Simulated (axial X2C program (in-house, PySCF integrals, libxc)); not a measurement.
# Correcting the dissociation energy of LiSn for spin–orbit coupling

A spin-free CCSD(T) curve (one-electron X2C) was computed with an axial X2C code built on PySCF integrals, basis Sn dyall-cv3z [11s12p9d4f1g], Li dyall-cv3z [7s8p2d] (cores contracted in-house), for the state M_S = 3/2, Λ = 0 (beyond evenly filled blocks: σα, π+α, π-α). It gives D0 = 1.498 eV to Sn + Li, which in a spin-free picture are the weighted means of the ground terms.

Correlated methods: 15 electrons correlated (number of frozen shells: Sn 4 s, 3 p, 1 d; Li 1 s), 233 virtual spin orbitals or spinors in MP2, 90 natural virtuals in coupled cluster.

Measured levels of the ground terms (NIST Handbook of Basic Atomic Spectroscopic Data), in cm⁻¹: Sn 3P: J = 0 at 0, J = 1 at 1691.8, J = 2 at 3427.7; Li 2S: J = 1/2 at 0.

The molecular state has Λ = 0, so it has no first-order lowering.

Question: How far does each ground level lie under the (2J+1)-weighted mean of its term?

Answer: Sn: (1 × 0 + 3 × 1691.8 + 5 × 3427.7)/9 = 2468 cm⁻¹; Li: a single level, 0.

Question: Correct D0.

Answer: D0 = 1.498 + (0 − 2468)/8065.5 = 1.192 eV at CCSD(T) with these spin–orbit terms.

Second-order spin–orbit effects in the molecule, which grow quickly with Z, are left out. The state is a single determinant with fixed occupations, the lowest that a limited PBE0 search found. De is counted from the lowest determinant-based energies of the atoms at the same level, without counterpoise correction. Coupled cluster ran in a truncated set of natural virtual spinors; the MP2 energy of the rest was added. (T) has no such correction and the atoms are truncated less, which lowers De at CCSD(T) by a hundredth of an eV or more. PBE0 can misorder states that lie within some tenths of an eV, so this need not be the ground state of the molecule. The nearest other spin-free determinant of the search, M_S = 1/2, Λ = 1, lies 0.45 eV up at the distance of the search.
